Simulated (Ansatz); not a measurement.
A nudged elastic band was laid between two geometries of GeH₄NO (7 atoms, charge -1, multiplicity 1).

Theory: RKS PBE0-D4/def2-SVP in Ansatz.

```yaml
movable_images: 7
climbing_image: yes
spring: 5.0 eV/Å²
optimiser: quadratic models (default)
start_path: through a guess of the saddle point
force_threshold: 0.03 eV/Å
iteration_limit: 60
end_points: relaxed
```

Initial state:

```xyz
7
Properties=species:S:1:pos:R:3
N -1.503 -0.460 -0.223
Ge -0.047 0.409 0.244
O 1.530 -0.534 -0.033
H -1.530 -0.467 -1.253
H 0.413 1.788 -0.403
H -0.060 0.699 1.791
H 1.197 -1.435 -0.123
```

Final state:

```xyz
7
Properties=species:S:1:pos:R:3
N -0.375 0.039 -0.372
Ge -0.883 1.665 0.109
O 1.143 -1.676 1.061
H -0.582 -0.170 -1.353
H -1.547 2.238 -1.307
H 1.744 -0.981 1.347
H 0.500 -1.115 0.515
```

(1) Which bonds break or form, and what moves?

(2) What energy profile does the band end with?

(3) What is the geometry of the highest image?

Results:

(1) Bonds broken: Ge2–O3, Ge2–H6. Bonds formed: O3–H6. GeH4NO becomes GeH2N + H2O.

(2) The run converged. The highest image is number 2 of 0 to 8, 2.17 eV above the first end and 1.97 eV above the last; the last end lies 0.20 eV above the first. Neighbouring images differ by up to 1.8 eV, so the band resolves the path poorly. A vibrational analysis at the climbing image gives one clearly imaginary mode, 1188i cm⁻¹: a first-order saddle point. The orbitals stay closed-shell, which can raise the energy where a bond breaks towards radicals; this wasn't checked here. Limits of this set-up: an anion without diffuse functions, the dipole of an ion depends on the origin.

```tsv
image	path coordinate (Å)	energy (eV)	Ge2–O3 (Å)	Ge2–H6 (Å)	O3–H6 (Å)
0	0.00	0.00	1.86	1.57	2.72
1	0.84	0.34	1.89	1.55	2.30
2	1.68	2.17	2.31	1.60	1.49
3	2.37	0.86	2.80	2.10	1.00
4	3.07	0.61	3.13	2.49	0.97
5	3.77	0.45	3.24	2.74	0.97
6	4.47	0.31	3.43	2.99	0.96
7	5.16	0.22	3.71	3.38	0.96
8	5.86	0.20	4.02	3.93	0.96
```

(3) 
```xyz
7
Properties=species:S:1:pos:R:3:forces:R:3
N -1.606 -0.493 -0.439 0.00 0.00 0.00
Ge -0.393 0.550 0.273 0.00 0.00 0.00
O 1.692 -0.444 0.418 0.00 0.00 0.00
H -1.749 -0.191 -1.412 0.00 0.00 0.00
H 0.069 1.818 -0.581 0.00 0.00 0.00
H 0.674 0.093 1.372 0.00 0.00 0.00
H 1.314 -1.334 0.368 0.00 0.00 0.00
```

Time of the run: 10 min on 1 thread of Intel(R) Xeon(R) Platinum 8375C CPU @ 2.90GHz (Ice Lake) (shared host), peak memory 0.18 GiB.
